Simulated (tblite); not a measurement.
Computed with GFN2-xTB (tblite): harmonic, unscaled wavenumbers at the GFN2-xTB geometry, gas phase. This tight-binding method is rough: wavenumbers can miss measured ones by several per cent, in bad cases by 10 to 20. Modes of hydrogen on phosphorus and silicon can be 10 to 20 % off. One conformer each. Thermal functions are those of the rigid rotor and harmonic oscillator, without mixing of conformers.

Task: Order these by their heat capacity Cp at 200 K, highest first (cal/(mol K)).
A. `C=CC1=CCC[P@@H+]1C`
B. `c1(cp(C)cc1C)C`
C. `CC(C)c1cc[pH]c1`
D. `O=C(O)/C=C/[C@H](Cl)[SiH2][SiH3]`

Result: D (36.3), B (27.8), A (27.0), C (25.7).

| SMILES | atoms | mass (u) | symmetry number | modes under 300 cm⁻¹ | ZPE (kcal/mol) | S translation (cal/(mol K)) | S rotation | S vibration | S | Cp |
| --- | --- | --- | --- | --- | --- | --- | --- | --- | --- | --- |
| O=C(O)/C=C/[C@H](Cl)[SiH2][SiH3] | 18 | 179.98 | 1 | 10 | 71.1 | 39.5 | 30.3 | 32.7 | 102.5 | 36.3 |
| Cc1cp(C)cc1C | 19 | 126.06 | 1 | 8 | 98.0 | 38.5 | 27.6 | 15.6 | 81.7 | 27.8 |
| C=CC1=CCC[P@@H+]1C | 20 | 127.07 | 1 | 7 | 103.2 | 38.5 | 27.6 | 15.9 | 81.9 | 27.0 |
| CC(C)c1cc[pH]c1 | 19 | 126.06 | 1 | 7 | 98.0 | 38.5 | 27.6 | 14.3 | 80.4 | 25.7 |

Entropies and Cp are for 200 K and 1 bar.
